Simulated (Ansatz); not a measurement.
`B[NH][GaH][O][SiH3]`, charge 0, multiplicity 1.

Task: Give a relaxed structure at PBE0-D4/def2-TZVP (Ansatz 0.2.0). (An estimate is asked.)

Result: Computed: 
```xyz
12

B     2.199   -1.732    1.255
N     1.307   -1.238    0.300
Ga    0.130    0.143    0.598
O    -0.844    0.491   -0.851
Si   -2.021    1.496   -1.360
H     2.210   -1.231    2.348
H     2.938   -2.638    0.988
H     1.301   -1.662   -0.617
H    -0.031    0.932    1.917
H    -2.441    2.432   -0.277
H    -1.538    2.299   -2.515
H    -3.209    0.708   -1.787
```
Point group Cs.
This is one stationary point; other conformers may exist.
